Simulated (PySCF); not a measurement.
CH2Cl (SMILES [CH2]Cl), doublet, geometry from GFN2-xTB; PW91/def2-SV(P) (PySCF).

The PySCF input:
```python
from pyscf import gto, scf, dft

mol = gto.Mole()
mol.atom = '''
    C    -1.098627    0.003037   -0.023013
    Cl    0.576869   -0.001595    0.012084
    H    -1.604785    0.945302   -0.039270
    H    -1.610222   -0.936413   -0.028077
'''
mol.basis = 'def2-sv(p)'
mol.charge = 0
mol.spin = 1
mol.verbose = 4
mol.build()

mf = dft.UKS(mol)
mf.xc = 'pw91,pw91'
mf.kernel()
```

### Question
Write the output that PySCF gives for this input, abridged.

### Answer

```
PySCF version 2.14.0

[INPUT] verbose = 4
[INPUT] num. atoms = 4
[INPUT] num. electrons = 25
[INPUT] charge = 0
[INPUT] spin (= nelec alpha-beta = 2S) = 1
[INPUT] symmetry False subgroup None
[INPUT] Mole.unit = angstrom
[INPUT] Symbol           X                Y                Z      unit          X                Y                Z       unit  Magmom
[INPUT]  1 C     -1.098627000000   0.003037000000  -0.023013000000 AA   -2.076104143053   0.005739098240  -0.043488267305 Bohr   0.0
[INPUT]  2 Cl     0.576869000000  -0.001595000000   0.012084000000 AA    1.090124419752  -0.003014113169   0.022835450489 Bohr   0.0
[INPUT]  3 H     -1.604785000000   0.945302000000  -0.039270000000 AA   -3.032604138810   1.786361885004  -0.074209544912 Bohr   0.0
[INPUT]  4 H     -1.610222000000  -0.936413000000  -0.028077000000 AA   -3.042878579749  -1.769564109482  -0.053057840399 Bohr   0.0

nuclear repulsion = 45.9885750744661
number of shells = 18
number of NR pGTOs = 68
number of NR cGTOs = 36
basis = def2-sv(p)
ecp = {}

******** <class 'pyscf.dft.uks.UKS'> ********
method = UKS
initial guess = minao
damping factor = 0
level_shift factor = 0
DIIS = <class 'pyscf.scf.diis.CDIIS'>
diis_start_cycle = 1
diis_space = 8
diis_damp = 0
SCF conv_tol = 1e-09
SCF conv_tol_grad = None
SCF max_cycles = 50
direct_scf = True
direct_scf_tol = 1e-13
number electrons alpha = 13  beta = 12
XC library pyscf.dft.libxc version 7.1.2
    S. Lehtola, C. Steigemann, M. J. T. Oliveira, and M. A. L. Marques,  SoftwareX 7, 1–5 (2018)
XC functionals = pw91,pw91
    J. P. Perdew. In P. Ziesche and H. Eschrig, editors, Proceedings of the 75. WE-Heraeus-Seminar and 21st Annual International Symposium on Electronic Structure of Solids, 11. Berlin, 1991. Akademie Verlag.
    J. P. Perdew, J. A. Chevary, S. H. Vosko, K. A. Jackson, M. R. Pederson, D. J. Singh, and C. Fiolhais,  Phys. Rev. B 46, 6671 (1992)
    J. P. Perdew, J. A. Chevary, S. H. Vosko, K. A. Jackson, M. R. Pederson, D. J. Singh, and C. Fiolhais,  Phys. Rev. B 48, 4978 (1993)
    J. P. Perdew. In P. Ziesche and H. Eschrig, editors, Proceedings of the 75. WE-Heraeus-Seminar and 21st Annual International Symposium on Electronic Structure of Solids, 11. Berlin, 1991. Akademie Verlag.
    J. P. Perdew, J. A. Chevary, S. H. Vosko, K. A. Jackson, M. R. Pederson, D. J. Singh, and C. Fiolhais,  Phys. Rev. B 46, 6671 (1992)
    J. P. Perdew, J. A. Chevary, S. H. Vosko, K. A. Jackson, M. R. Pederson, D. J. Singh, and C. Fiolhais,  Phys. Rev. B 48, 4978 (1993)
radial grids:
    Treutler-Ahlrichs [JCP 102, 346 (1995); DOI:10.1063/1.469408] (M4) radial grids

becke partition: Becke, JCP 88, 2547 (1988); DOI:10.1063/1.454033
pruning grids: <function nwchem_prune>
grids dens level: 3
symmetrized grids: False
atomic radii adjust function: <function treutler_atomic_radii_adjust>
small_rho_cutoff = 0
Set gradient conv threshold to 3.16228e-05
tot grids = 52616
init E= -499.293120017524

cycle= 1 E= -499.214987593132  delta_E= 0.0781  |g|= 0.119  |ddm|= 1.42
cycle= 2 E= -499.214110944962  delta_E= 0.000877  |g|= 0.135  |ddm|= 0.289
cycle= 3 E= -499.223429832007  delta_E= -0.00932  |g|= 0.0412  |ddm|= 0.155
cycle= 4 E= -499.224311364563  delta_E= -0.000882  |g|= 0.0129  |ddm|= 0.0594
cycle= 5 E= -499.224408009343  delta_E= -9.66e-05  |g|= 0.00215  |ddm|= 0.0192
cycle= 6 E= -499.224411296668  delta_E= -3.29e-06  |g|= 0.000649  |ddm|= 0.00339
cycle= 7 E= -499.224411572148  delta_E= -2.75e-07  |g|= 0.000177  |ddm|= 0.000931
cycle= 8 E= -499.224411594792  delta_E= -2.26e-08  |g|= 2.94e-05  |ddm|= 0.000303
cycle= 9 E= -499.224411595451  delta_E= -6.6e-10  |g|= 1.12e-06  |ddm|= 5.39e-05
Extra cycle  E= -499.224411595451  delta_E= 2.27e-13  |g|= 1.05e-06  |ddm|= 2.56e-06
converged SCF energy = -499.224411595451  <S^2> = 0.75315645  2S+1 = 2.003154
```
